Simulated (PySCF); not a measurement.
Ionisation energy of Mo³¹⁺ by level of theory

Mo³¹⁺ [Ne] 3s1 (2S) → Mo³²⁺ [Ne] (1S), as a difference of total energies. Calculation: PySCF 2.14, in an uncontracted even-tempered set (16 s from 4.4 bohr⁻², ratio 2.5; 10 p from 5.7 bohr⁻², ratio 2.5; 4 d from 22 bohr⁻², ratio 2.7; 4 f from 32 bohr⁻², ratio 2.7); the non-relativistic Hamiltonian (point nucleus). Correlated levels: outer shells: 1s2 frozen; virtual orbitals above 40 to 60 times the deepest correlated orbital energy dropped. The calculations carry no spin-orbit coupling.

| method | ionisation energy (eV) |
| --- | --- |
| UHF | 1751.1 |
| LDA | 1753.5 |
| PBE | 1755.4 |
| PBE0 | 1754.4 |
| r2SCAN | 1750.7 |
| B97-3 | 1753.0 |
| B3LYP | 1755.1 |
| MP2 (outer shells) | 1751.8 |
| SCS-MP2 (outer shells) | 1751.6 |

The gap to the reference is mostly relativistic.

For comparison: 1790.93 ± 0.06 eV (semi-empirical (NIST evaluation); NIST Atomic Spectra Database, ionization energies).
